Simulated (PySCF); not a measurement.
Molecule: `C=C1C=C1C(C)=O`, C$_{6}$H$_{6}$O.

Geometry (Å), atoms numbered from 1 in this order:
```xyz
13

C     2.1443   -0.5747    0.7007
C     1.3730    0.0383   -0.1646
C     1.1628    0.8172   -1.3588
C     0.0736    0.4703   -0.6668
C    -1.3715    0.4974   -0.5206
C    -1.8772   -0.3510    0.6160
O    -2.0815    1.1518   -1.2523
H     1.7360   -1.0885    1.5540
H     3.2151   -0.5817    0.5908
H     1.5819    1.3024   -2.2081
H    -1.5521   -1.3803    0.4739
H    -2.9614   -0.3073    0.6680
H    -1.4474    0.0067    1.5502
```

Frames of a GFN2-xTB Langevin trajectory at 600 K; GIAO PBE0/pcSseg-1 shieldings in PySCF 2.14.0 with density-fitted response routines, gas phase, non-relativistic; equivalent atoms averaged within each frame.

Chemical shifts δ = σref − σ; $^{13}$C (186.93 ppm) and $^{1}$H (31.72 ppm) against TMS; H2O for $^{17}$O (336.08 ppm), all at this level. The references are static minima.

Q: How do the shifts (ppm) fluctuate along the trajectory?

A: 
| time (fs) | C5 | C4 | C3 | C2 | C1 | C6 | O7 | H10 | H8 | H9 |
| --- | --- | --- | --- | --- | --- | --- | --- | --- | --- | --- |
| optimised geometry | 190.9 | 143.3 | 154.1 | 125.0 | 70.3 | 37.8 | 729.0 | 8.70 | 4.29 | 4.40 |
| 250 | 196.6 | 163.9 | 161.4 | 132.8 | 69.3 | 33.6 | 713.7 | 9.22 | 4.85 | 3.91 |
| 425 | 216.9 | 154.3 | 148.2 | 132.2 | 74.9 | 36.9 | 769.6 | 8.76 | 4.07 | 6.06 |
| 625 | 217.4 | 159.1 | 141.1 | 140.1 | 78.5 | 39.7 | 782.0 | 7.95 | 4.90 | 6.65 |
| 800 | 200.3 | 154.6 | 138.5 | 130.8 | 84.4 | 39.4 | 752.0 | 9.04 | 6.33 | 5.85 |
| 1000 | 191.5 | 166.0 | 141.3 | 144.4 | 68.0 | 37.6 | 639.6 | 9.73 | 4.45 | 4.59 |
| mean of frames | 204.5 | 159.6 | 146.1 | 136.1 | 75.0 | 37.4 | 731.4 | 8.94 | 4.92 | 5.41 |
| standard deviation | 11.9 | 5.3 | 9.3 | 5.9 | 6.8 | 2.5 | 57.4 | 0.65 | 0.85 | 1.12 |

5 frames give an uncertainty of the mean of about the standard deviation over 2.2 at best, since frames this close in time may not be independent; classical motion lacks zero-point vibration, and the reference would need the same averaging.
